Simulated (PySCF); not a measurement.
PySCF input for C4H4N, SMILES [c]1cc[nH]c1, multiplicity 2, TDA-ωB97X/def2-SVPD. Geometry optimised at PBE0-D3(BJ)/def2-SVP. The isomer is the one that the SMILES or the coordinates give; other isomers of the formula were not compared.

```python
import numpy as np
from pyscf import gto, scf, dft, tdscf

mol = gto.M(
    atom='''
    C     1.24315045    0.06882679    0.00000000
    C     0.51748623   -1.09309886    0.00000000
    N    -0.79941924   -0.70055135    0.00000000
    C    -0.88904634    0.66165236    0.00000000
    C     0.39164157    1.18997982    0.00000000
    H     0.80855343   -2.14021181    0.00000000
    H    -1.59071895   -1.32933207    0.00000000
    H    -1.85490009    1.16359770    0.00000000
    H     0.65360882    2.24564492    0.00000000
    ''',
    basis='def2-SVPD',
    charge=0,
    spin=1,
    max_memory=1600,
    verbose=4,
)
mf = dft.UKS(mol, xc='wb97x').density_fit(auxbasis='def2-universal-jkfit')
mf.grids.level = 3
mf.conv_tol = 1e-9
mf.max_cycle = 100
mf.kernel()
fine, coarse = mf.grids, dft.Grids(mol).set(level=1).build(with_non0tab=True)
for _ in range(3):  # follow internal instabilities
    mf.grids = coarse
    mo, _, stable, _ = mf.stability(return_status=True, nroots=4)
    mf.grids = fine
    if stable:
        break
    mf.kernel(mf.make_rdm1(mo, mf.mo_occ))
mf.grids = dft.Grids(mol).set(level=1).build(with_non0tab=True)  # coarser grid for the response kernel
td = tdscf.TDA(mf)
td.nstates = 10
td.conv_tol = 1e-4
td.kernel(x0=td.get_init_guess(mf, 15))
td.analyze()
```

Program output:

```
PySCF version 2.14.0

[INPUT] verbose = 4
[INPUT] num. atoms = 9
[INPUT] num. electrons = 35
[INPUT] charge = 0
[INPUT] spin (= nelec alpha-beta = 2S) = 1
[INPUT] symmetry False subgroup None
[INPUT] Mole.unit = angstrom
[INPUT] Symbol           X                Y                Z      unit          X                Y                Z       unit  Magmom
[INPUT]  1 C      1.243150450000   0.068826790000   0.000000000000 AA    2.349213882130   0.130063783133   0.000000000000 Bohr   0.0
[INPUT]  2 C      0.517486230000  -1.093098860000   0.000000000000 AA    0.977907247934  -2.065657472474   0.000000000000 Bohr   0.0
[INPUT]  3 N     -0.799419240000  -0.700551350000   0.000000000000 AA   -1.510683422308  -1.323850187694   0.000000000000 Bohr   0.0
[INPUT]  4 C     -0.889046340000   0.661652360000   0.000000000000 AA   -1.680054094647   1.250341750072   0.000000000000 Bohr   0.0
[INPUT]  5 C      0.391641570000   1.189979820000   0.000000000000 AA    0.740095306295   2.248735953559   0.000000000000 Bohr   0.0
[INPUT]  6 H      0.808553430000  -2.140211810000   0.000000000000 AA    1.527944539778  -4.044414169460   0.000000000000 Bohr   0.0
[INPUT]  7 H     -1.590718950000  -1.329332070000   0.000000000000 AA   -3.006023156656  -2.512073540901   0.000000000000 Bohr   0.0
[INPUT]  8 H     -1.854900090000   1.163597700000   0.000000000000 AA   -3.505253158531   2.198880972174   0.000000000000 Bohr   0.0
[INPUT]  9 H      0.653608820000   2.245644920000   0.000000000000 AA    1.235141662400   4.243653871821   0.000000000000 Bohr   0.0

nuclear repulsion = 152.627808812231
number of shells = 56
number of NR pGTOs = 190
number of NR cGTOs = 132
basis = def2-SVPD
ecp = {}


[settings echo left out]
init E= -210.380766761924
  alpha nocc = 18  HOMO = -0.209313100389648  LUMO = 0.0205524090662363
  beta  nocc = 17  HOMO = -0.226572096806076  LUMO = -0.209313100389647

WARN: HOMO -0.209313100389648 >= LUMO -0.209313100389647

cycle= 1 E= -209.243005256863  delta_E= 1.14  |g|= 0.193  |ddm|= 3.53
  alpha nocc = 18  HOMO = -0.315167707089389  LUMO = 0.0868779557765373
  beta  nocc = 17  HOMO = -0.310920705911133  LUMO = 0.00310396739404561
  HOMO = -0.310920705911  LUMO = 0.00310396739405  gap/eV = 8.54505
cycle= 2 E= -209.26454075888  delta_E= -0.0215  |g|= 0.14  |ddm|= 0.88
  alpha nocc = 18  HOMO = -0.318875808319641  LUMO = 0.100921279901425
  beta  nocc = 17  HOMO = -0.31407367096826  LUMO = -0.0220039193534625
  HOMO = -0.314073670968  LUMO = -0.0220039193535  gap/eV = 7.94762
cycle= 3 E= -209.274048797443  delta_E= -0.00951  |g|= 0.049  |ddm|= 0.317
  alpha nocc = 18  HOMO = -0.320291937464587  LUMO = 0.10133375799167
  beta  nocc = 17  HOMO = -0.316073562600614  LUMO = -0.0159109099168147
  HOMO = -0.316073562601  LUMO = -0.0159109099168  gap/eV = 8.16784
cycle= 4 E= -209.275699848193  delta_E= -0.00165  |g|= 0.0135  |ddm|= 0.154
  alpha nocc = 18  HOMO = -0.31735191023582  LUMO = 0.101435031449653
  beta  nocc = 17  HOMO = -0.313409851502334  LUMO = -0.013449198993416
  HOMO = -0.313409851502  LUMO = -0.0134491989934  gap/eV = 8.16235
cycle= 5 E= -209.275882992948  delta_E= -0.000183  |g|= 0.00647  |ddm|= 0.0562
  alpha nocc = 18  HOMO = -0.317514449457275  LUMO = 0.101026966503401
  beta  nocc = 17  HOMO = -0.313847341135922  LUMO = -0.0142503305186312
  HOMO = -0.313847341136  LUMO = -0.0142503305186  gap/eV = 8.15245
cycle= 6 E= -209.275956642575  delta_E= -7.36e-05  |g|= 0.0031  |ddm|= 0.0282
  alpha nocc = 18  HOMO = -0.317558626791218  LUMO = 0.101109642748547
  beta  nocc = 17  HOMO = -0.314153038906862  LUMO = -0.0143901318654693
  HOMO = -0.314153038907  LUMO = -0.0143901318655  gap/eV = 8.15696
cycle= 7 E= -209.275986595594  delta_E= -3e-05  |g|= 0.00186  |ddm|= 0.0144
  alpha nocc = 18  HOMO = -0.317143446512242  LUMO = 0.101172464024283
  beta  nocc = 17  HOMO = -0.313934941590018  LUMO = -0.0142185669198711
  HOMO = -0.31393494159  LUMO = -0.0142185669199  gap/eV = 8.15570
cycle= 8 E= -209.2759995131  delta_E= -1.29e-05  |g|= 0.00111  |ddm|= 0.00819
  alpha nocc = 18  HOMO = -0.317193306739526  LUMO = 0.101141699779116
  beta  nocc = 17  HOMO = -0.314113361131799  LUMO = -0.014078287472203
  HOMO = -0.314113361132  LUMO = -0.0140782874722  gap/eV = 8.16437
cycle= 9 E= -209.276006247528  delta_E= -6.73e-06  |g|= 0.000518  |ddm|= 0.00717
  alpha nocc = 18  HOMO = -0.31718064981259  LUMO = 0.101147127103815
  beta  nocc = 17  HOMO = -0.314151480879891  LUMO = -0.0141199205647955
  HOMO = -0.31415148088  LUMO = -0.0141199205648  gap/eV = 8.16427
cycle= 10 E= -209.276007687406  delta_E= -1.44e-06  |g|= 0.000298  |ddm|= 0.00335
  alpha nocc = 18  HOMO = -0.317169076344059  LUMO = 0.101156342626906
  beta  nocc = 17  HOMO = -0.314116474620155  LUMO = -0.0140937630662381
  HOMO = -0.31411647462  LUMO = -0.0140937630662  gap/eV = 8.16403
cycle= 11 E= -209.276007929096  delta_E= -2.42e-07  |g|= 0.000154  |ddm|= 0.00117
  alpha nocc = 18  HOMO = -0.31718418204465  LUMO = 0.101150036015595
  beta  nocc = 17  HOMO = -0.314110063309956  LUMO = -0.0140805386101355
  HOMO = -0.31411006331  LUMO = -0.0140805386101  gap/eV = 8.16422
cycle= 12 E= -209.276008035353  delta_E= -1.06e-07  |g|= 6.45e-05  |ddm|= 0.000995
  alpha nocc = 18  HOMO = -0.317193887388795  LUMO = 0.10115241630537
  beta  nocc = 17  HOMO = -0.314106611224959  LUMO = -0.0140988042388979
  HOMO = -0.314106611225  LUMO = -0.0140988042389  gap/eV = 8.16363
cycle= 13 E= -209.276008048237  delta_E= -1.29e-08  |g|= 3.81e-05  |ddm|= 0.000302
  alpha nocc = 18  HOMO = -0.317195441664117  LUMO = 0.101151705782082
  beta  nocc = 17  HOMO = -0.314101505743825  LUMO = -0.0140929809178463
  HOMO = -0.314101505744  LUMO = -0.0140929809178  gap/eV = 8.16365
cycle= 14 E= -209.2760080509  delta_E= -2.66e-09  |g|= 1.2e-05  |ddm|= 0.000141
  alpha nocc = 18  HOMO = -0.317196659672541  LUMO = 0.101151483019139
  beta  nocc = 17  HOMO = -0.314099737780116  LUMO = -0.0140922572694491
  HOMO = -0.31409973778  LUMO = -0.0140922572694  gap/eV = 8.16362
cycle= 15 E= -209.276008051307  delta_E= -4.07e-10  |g|= 5.44e-06  |ddm|= 7.24e-05
  alpha nocc = 18  HOMO = -0.317197130288252  LUMO = 0.101151491497811
  beta  nocc = 17  HOMO = -0.314099886035706  LUMO = -0.0140932850145687
  HOMO = -0.314099886036  LUMO = -0.0140932850146  gap/eV = 8.16360
Extra cycle  E= -209.276008051351  delta_E= -4.42e-11  |g|= 3.76e-06  |ddm|= 1.45e-05
converged SCF energy = -209.276008051351  <S^2> = 0.76051905  2S+1 = 2.0104915
tot grids = 35728
uhf_internal: lowest eigs of H = [0.1296847  0.20502441 0.20829353 0.34321662]
<class 'pyscf.df.df_jk.DFUKS'> wavefunction is stable in the internal stability analysis
tot grids = 35728


******** <class 'pyscf.tdscf.uks.TDA'> for <class 'pyscf.df.df_jk.DFUKS'> ********
nstates = 10
deg_eia_thresh = 1.000e-03
wfnsym = None
conv_tol = 0.0001
eigh lindep = 1e-12
eigh level_shift = 0
eigh max_cycle = 100


Excitation energies (eV)
[1.80155488 2.8723953  4.44029546 5.57853904 6.12566239 6.3241754
 6.61079002 6.70002308 6.78384886 6.90715931]

** Excitation energies and oscillator strengths **
Excited State   1:      1.80155 eV    688.21 nm  f=0.0014
      13b ->   18b     -0.11037
      16b ->   18b      0.37099
      17b ->   18b      0.91182
Excited State   2:      2.87240 eV    431.64 nm  f=0.0008
      16b ->   18b     -0.91368
      17b ->   18b      0.38424
Excited State   3:      4.44030 eV    279.23 nm  f=0.0001
      17a ->   23a      0.12477
      18a ->   20a      0.67524
      16b ->   24b     -0.12057
      17b ->   20b      0.67890
Excited State   4:      5.57854 eV    222.25 nm  f=0.0006
      17a ->   20a     -0.54156
      18a ->   23a     -0.38408
      16b ->   20b      0.66342
      17b ->   20b      0.10545
      17b ->   24b     -0.27986
Excited State   5:      6.12566 eV    202.40 nm  f=0.0095
      18a ->   23a      0.12930
       9b ->   18b     -0.11194
      15b ->   18b     -0.93734
      17b ->   20b      0.10225
Excited State   6:      6.32418 eV    196.05 nm  f=0.0042
      13a ->   20a     -0.13714
      17a ->   20a     -0.33127
      17a ->   23a     -0.12983
      18a ->   23a      0.61510
      13b ->   20b      0.13762
      15b ->   18b      0.20134
      16b ->   20b      0.29213
      17b ->   20b      0.14510
      17b ->   24b      0.52444
Excited State   7:      6.61079 eV    187.55 nm  f=0.0000
      18a ->   19a      0.23113
      17b ->   19b     -0.94874
Excited State   8:      6.70002 eV    185.05 nm  f=0.0006
      18a ->   19a      0.94775
      18a ->   37a      0.10103
      17b ->   19b      0.23622
Excited State   9:      6.78385 eV    182.76 nm  f=0.0039
      16a ->   20a     -0.91536
      16a ->   23a      0.35020
Excited State  10:      6.90716 eV    179.50 nm  f=0.1111
      17a ->   20a     -0.36839
      17a ->   23a      0.43131
      18a ->   20a      0.40604
      18a ->   23a      0.26978
      16b ->   24b     -0.16618
      17b ->   20b     -0.57064
      17b ->   24b     -0.17049

** Transition electric dipole moments (AU) **
state          X           Y           Z        Dip. S.      Osc.
  1         0.0000     -0.0000      0.1796      0.0323      0.0014
  2         0.0000     -0.0000     -0.1075      0.0116      0.0008
  3        -0.0187     -0.0312     -0.0000      0.0013      0.0001
  4         0.0068     -0.0639     -0.0000      0.0041      0.0006
  5        -0.0085     -0.2509     -0.0000      0.0630      0.0095
  6         0.0640     -0.1507     -0.0000      0.0268      0.0042
  7         0.0000      0.0000     -0.0079      0.0001      0.0000
  8         0.0000     -0.0000      0.0581      0.0034      0.0006
  9         0.0000     -0.0000      0.1528      0.0234      0.0039
 10        -0.5215      0.6204      0.0000      0.6568      0.1111

** Transition velocity dipole moments (imaginary part, AU) **
state          X           Y           Z        Dip. S.      Osc.
  1        -0.0000      0.0000      0.0078      0.0001      0.0006
  2        -0.0000     -0.0000     -0.0019      0.0000      0.0000
  3        -0.0046      0.0012     -0.0000      0.0000      0.0001
  4        -0.0050      0.0022     -0.0000      0.0000      0.0001
  5        -0.0055     -0.0069     -0.0000      0.0001      0.0002
  6         0.0107     -0.0028     -0.0000      0.0001      0.0004
  7         0.0000     -0.0000      0.0003      0.0000      0.0000
  8        -0.0000     -0.0000      0.0105      0.0001      0.0003
  9         0.0000     -0.0000      0.0069      0.0000      0.0001
 10        -0.0351      0.0151     -0.0000      0.0015      0.0038

** Transition magnetic dipole moments (imaginary part, AU) **
state          X           Y           Z
  1         0.0248     -0.4918     -0.0000
  2        -0.0225      0.2084      0.0000
  3         0.0000      0.0000     -0.0175
  4         0.0000     -0.0000     -0.0204
  5        -0.0000      0.0000     -0.9164
  6        -0.0000     -0.0000      0.1279
  7        -0.4960     -0.4307     -0.0000
  8        -0.3548     -0.1650      0.0000
  9         0.1158      0.4951      0.0000
 10         0.0000      0.0000     -0.2705
```

Self-consistency was reached.
